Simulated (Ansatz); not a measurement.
`[AlH2][CH2]C[TeH]`, 11 atoms. The species carries charge 0 and has multiplicity 1. Correlated methods include outer-core shells of Te, which these sets cover unevenly. Te: def2 effective core potential. All runs use 4 threads of an Arm Neoverse V2 on a shared host. Correlated methods freeze the cores.

(1) How many basis functions does each run have, and how long does it take in Ansatz? RKS B97M-V/def2-TZVPP energy; RKS PBE0-D4/def2-TZVP relaxation (7 steps); RKS SPW92 (LDA)/def2-TZVPP energy; RHF-MP2/def2-QZVPP energy; RKS PBE0-D4/def2-TZVP frequencies; RKS ωB97X-V/def2-TZVPP energy; RKS PBE0-D4/def2-QZVPP energy; RKS HSE06 (plane-wave form)-D4/def2-TZVPP energy; RKS ωB97M-V/def2-QZVPP energy; RHF-CCSD(T)/def2-SVP energy; direct RPA on PBE orbitals/def2-TZVPP energy; RKS PBE0-D4/def2-SVP energy. (Best estimate.)

Answers

(1) Computed: Other jobs shared the machine, so times are rough.

```csv
level,job,functions,wall time,peak host memory (GiB)
RKS PBE0-D4/def2-SVP,energy,107,1.1 s,0.23
RKS SPW92 (LDA)/def2-TZVPP,energy,252,1.6 s,0.32
RKS HSE06 (plane-wave form)-D4/def2-TZVPP,energy,252,3.9 s,0.69
direct RPA on PBE orbitals/def2-TZVPP,energy,252,5.5 s,0.66
RHF-CCSD(T)/def2-SVP,energy,107,5.5 s,0.53
RKS PBE0-D4/def2-QZVPP,energy,476,7.5 s,1.8
RKS ωB97X-V/def2-TZVPP,energy,252,8 s,0.81
RKS B97M-V/def2-TZVPP,energy,252,9 s,0.42
RKS ωB97M-V/def2-QZVPP,energy,476,19 s,2.2
RKS PBE0-D4/def2-TZVP,relaxation (7 steps),191,24 s,0.5
RHF-MP2/def2-QZVPP,energy,476,27 s,2.9
RKS PBE0-D4/def2-TZVP,frequencies,191,2.3 min,0.51
```
